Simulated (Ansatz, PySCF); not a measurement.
Torsion H3–Ge1–Se2–H6 in GeH4Se (SMILES [GeH3][SeH]); at each angle all else is relaxed with GFN2-xTB, and the levels are single points there.
Geometry at 60° (charge 0, multiplicity 1):
```tsv
atom	x (Å)	y (Å)	z (Å)
Ge	-0.5793	-0.0196	-0.0141
Se	1.5777	-0.8106	-0.2790
H	-0.8110	1.2135	-0.8384
H	-1.5090	-1.0984	-0.4702
H	-0.8675	0.3050	1.4231
H	2.1887	0.3995	0.2064
```

On the grid 0° to 120°, 120° is the highest and 60° the lowest point at MP2/CBS(cc-pVTZ, cc-pVQZ) + ΔCCSD(T)/cc-pVTZ.

Correlated levels freeze the cores. Filled d and f shells under p-block atoms count as core. CBS: X⁻³ extrapolation of the correlation energy, Hartree–Fock from the larger set.

The values were computed with Ansatz (an electronic-structure program); PySCF for the dispersion terms. 

PBE/def2-TZVPP gives 25.1 meV for the energy at 120° less that at 60°.

Q: Where do these levels fall relative to PBE: PBE-D3(BJ)/def2-TZVPP, r2SCAN/def2-TZVPP, PBE0/def2-TZVPP, wB97M-V/def2-TZVPP, MP2/CBS(cc-pVTZ, cc-pVQZ), MP2/CBS(cc-pVTZ, cc-pVQZ) + ΔCCSD(T)/cc-pVTZ.

A: PBE-D3(BJ)/def2-TZVPP 0.1; r2SCAN/def2-TZVPP 2.6; PBE0/def2-TZVPP 1.4; wB97M-V/def2-TZVPP 1.3; MP2/CBS(cc-pVTZ, cc-pVQZ) 2.3; MP2/CBS(cc-pVTZ, cc-pVQZ) + ΔCCSD(T)/cc-pVTZ 0.6 meV. 6 of 6 lie above PBE; the widest gap is to r2SCAN/def2-TZVPP.
